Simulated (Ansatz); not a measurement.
Species: 2-fluoropyrazine, C4H3FN2, charge 0, multiplicity 1. SMILES: Fc1cnccn1
Geometry: optimised at B3LYP-D3(BJ)/def2-TZVP (Ansatz, a first-principles code).

Quantity: atomisation energy (electronic, to ground-state atoms), in kcal/mol. Cores are frozen in the correlated levels unless marked. Open shells are spin-unrestricted. No spin-orbit coupling. No relativistic terms. The coupled-cluster limit lacks core correlation, which all-electron functionals hold. Basis-set limits of correlation are two-point, X^-3; Hartree-Fock from the larger set.

| level | program | atomisation energy (kcal/mol) |
|---|---|---|
| PBE0-D4/def2-TZVPD | Ansatz + dftd4 | 1143.5 |
| r2SCAN0/def2-TZVPD | Ansatz | 1095.3 |
| HSE06-D4/def2-TZVPD | Ansatz + dftd4 | 1144.9 |
| SCS-MP2/STO-3G | Ansatz | 962.1 |
| SCS-MP2/6-31G* | Ansatz | 1041.9 |

Problem. Estimate the value at CCSD(T)/CBS(aug-cc-pVTZ,aug-cc-pVQZ) as computed with Ansatz.

Solution. 1115.9 kcal/mol, so SCS-MP2/6-31G* differs from it by -74.0 kcal/mol.
